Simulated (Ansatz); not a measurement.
`FC[SiH2]F` + H₂S → `FC[SiH2]S` + H–F at 700 K and 1 bar (ligand exchange at the Si–F bond).

Isolated molecules relaxed with PBE0-D4/def2-TZVP in Ansatz; ΔE leaves out vibrations. CCSD(T)/CBS is the MP2 limit (def2-TZVPP, def2-QZVPP) plus CCSD(T) − MP2 in def2-TZVPP, frozen cores. This one scheme is used for every species. One conformer a species, not always the lowest.

```json
{"species": "`FC[SiH2]F`", "CCSD(T)/CBS energy (Eh)": "-529.16787", "H − E (kJ/mol)": "190.0", "S (J/(mol·K))": "398.0"}
{"species": "H₂S", "CCSD(T)/CBS energy (Eh)": "-398.97279", "H − E (kJ/mol)": "64.8", "S (J/(mol·K))": "236.9"}
{"species": "`FC[SiH2]S`", "CCSD(T)/CBS energy (Eh)": "-827.71878", "H − E (kJ/mol)": "217.5", "S (J/(mol·K))": "436.3"}
{"species": "H–F", "CCSD(T)/CBS energy (Eh)": "-100.39570", "H − E (kJ/mol)": "45.2", "S (J/(mol·K))": "198.5"}
```

H − E and S are ideal-gas, rigid-rotor, harmonic terms from PBE0-D4/def2-TZVP, for one conformer and one mirror image of each species. 1 Eh = 2625.50 kJ/mol, R = 8.31446 J/(mol·K).

Task: By hand: ΔE, ΔH, ΔS and ΔG.

Result: ΔE = (-827.71878) + (-100.39570) − (-529.16787) − (-398.97279) = 0.02618 Eh = 68.7 kJ/mol. Δ(H − E) = 217.5 + 45.2 − 190.0 − 64.8 = 7.9, so ΔH = 76.6 kJ/mol. ΔS = 436.3 + 198.5 − 398.0 − 236.9 = -0.1 J/(mol·K). ΔG = 76.6 − 700 × (-0.1)/1000 = 76.7 kJ/mol.

Task: By hand: the equilibrium constant, and the temperature at which ΔG would vanish if ΔH and ΔS stayed fixed.

Result: log₁₀ K = −ΔG/(RT ln 10) = -5.7. ΔH and −TΔS have one sign here, so there is no such temperature.

The number of gas molecules stays the same, so ΔS is small and ΔH decides. A doubt of 5 kJ/mol in ΔE shifts log₁₀ K by 0.4 here. Other conformers and mirror images would add mixing entropy, several J/(mol·K) or more a flexible species. These are equilibria of isolated gas molecules and say nothing of rates. Largest T1 diagnostic: 0.011 (customary marks: 0.02 for closed shells, 0.045 for open ones).

ΔS is within the doubt of such terms, so its sign, and with it that verdict, could turn.
